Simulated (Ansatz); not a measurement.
Harmonic frequencies (cm⁻¹) at PBE0-D4/def2-TZVP from Ansatz: 150, 260, 304, 391, 412, 526, 552, 612, 660, 748, 855, 882, 924, 1015, 1162, 1518, 1635, 2241, 3592, 3625, 3732.

Each molecule was computed in one conformer, which needn't be the lowest.

(1) Which molecule is it?
A. `NB1N[SiH]1F`
B. `SP1N[SiH2]1`
C. `O[SiH]([AlH2])S`
D. `CSC=N`

Answers

(1) A.
